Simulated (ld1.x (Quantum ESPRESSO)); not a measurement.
**u(r) = r·R(r): atom against pseudo-atom (N)**

Columns: radius, all-electron u(r) and pseudo u(r) of the 2s shell (level -18.58 eV) of nitrogen in the configuration [He] 2s2 2p3; PBE, scalar-relativistic, RRKJ scheme, ld1.x (Quantum ESPRESSO) 7.5.

| r (bohr) | all-electron | pseudo |
| --- | --- | --- |
| 0.110 | 0.3871 | -0.1269 |
| 0.220 | 0.2500 | -0.2269 |
| 0.330 | -0.0306 | -0.3005 |
| 0.440 | -0.3097 | -0.3924 |
| 0.550 | -0.5379 | -0.5436 |
| 0.660 | -0.7048 | -0.7048 |
| 0.770 | -0.8135 | -0.8135 |
| 0.880 | -0.8732 | -0.8732 |
| 0.990 | -0.8947 | -0.8947 |
| 1.100 | -0.8877 | -0.8877 |
| 1.210 | -0.8608 | -0.8608 |
| 1.320 | -0.8205 | -0.8205 |
| 1.430 | -0.7719 | -0.7719 |
| 1.540 | -0.7188 | -0.7188 |
| 1.650 | -0.6640 | -0.6640 |
| 1.760 | -0.6093 | -0.6093 |
| 1.870 | -0.5562 | -0.5562 |
| 1.980 | -0.5055 | -0.5055 |
| 2.090 | -0.4577 | -0.4577 |
| 2.200 | -0.4132 | -0.4132 |
| 2.310 | -0.3720 | -0.3720 |
| 2.420 | -0.3343 | -0.3343 |
| 2.530 | -0.2997 | -0.2997 |
| 2.640 | -0.2684 | -0.2684 |
| 2.750 | -0.2399 | -0.2399 |
| 2.860 | -0.2143 | -0.2143 |

Problem. How many radial nodes do the two functions have?

Solution. The all-electron 2s function has n − l − 1 = 1; the pseudo-wave has 0, since the states of the same l below it are removed with the core.

Problem. At about which radius was the pseudo-wave matched?

Solution. 0.65 bohr, where the columns begin to agree (steps of 0.11 bohr).

Problem. Is the pseudo-wave norm-conserving?

Solution. Yes: the RRKJ scheme keeps the norm inside the radius equal to the all-electron one, which fixes the energy derivative of the logarithmic derivative at the level.
